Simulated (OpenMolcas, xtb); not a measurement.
# A ladder of methods for SbNH4 (SMILES [NH2][SbH2])

SbNH4 has 6 atoms, charge 0, and is taken as a singlet. SMILES: `[NH2][SbH2]`. Geometry: a GFN2-xTB relaxation, a rough one for these elements and not checked as a minimum. This is one conformer, not always the lowest.

```tsv
atom	x (Å)	y (Å)	z (Å)
N	-0.2172	-0.9029	0.0414
Sb	0.7378	0.8985	0.0331
H	0.1256	-1.4840	-0.7154
H	-0.0025	-1.4119	0.8915
H	-0.1872	1.3705	-1.3029
H	-0.4565	1.5296	1.0523
```

Each level gives the dipole moment (D). The values are calculated.

```json
{"level": "GFN2-xTB", "kind": "semi-empirical", "program": "xtb", "value (D)": "2.40", "CPU time": "under 2 s"}
{"level": "GFN0-xTB", "kind": "semi-empirical", "program": "xtb", "value (D)": "5.38", "CPU time": "under 2 s"}
{"level": "GFN1-xTB", "kind": "semi-empirical", "program": "xtb", "value (D)": "3.95", "CPU time": "under 2 s"}
{"level": "HF/STO-3G", "kind": "Hartree–Fock", "program": "OpenMolcas", "value (D)": "1.18", "CPU time": "2.9 s"}
{"level": "HF/3-21G", "kind": "Hartree–Fock", "program": "OpenMolcas", "value (D)": "2.10", "CPU time": "3.5 s"}
{"level": "HF/def2-SVP (core potential)", "kind": "Hartree–Fock", "program": "OpenMolcas", "value (D)": "1.77", "CPU time": "3.4 s"}
{"level": "BP86/def2-TZVP (core potential)", "kind": "GGA", "program": "OpenMolcas", "value (D)": "1.54", "CPU time": "42 s"}
{"level": "PBE0/3-21G", "kind": "global hybrid", "program": "OpenMolcas", "value (D)": "1.67", "CPU time": "8.9 s"}
{"level": "PBE0/def2-SVP (core potential)", "kind": "global hybrid", "program": "OpenMolcas", "value (D)": "1.55", "CPU time": "13 s"}
{"level": "TPSSh/def2-SVP (core potential)", "kind": "hybrid meta-GGA", "program": "OpenMolcas", "value (D)": "?", "CPU time": "21 s"}
```

Task: Estimate what the levels marked ? give.

Result: As computed at these levels: TPSSh/def2-SVP (core potential): 1.59 D. All-electron rows without a relativistic Hamiltonian named are non-relativistic, while core potentials hold scalar relativity, so basis and relativity change together. The values span 1.18 to 5.38 D. Sets without polarisation functions give poor dipoles. Without the sets that lack polarisation functions the rows with a basis span only 1.54 to 1.77 D. Times are those of the runs behind each value, whatever else they computed, on shared processors of several kinds: orders of magnitude only.
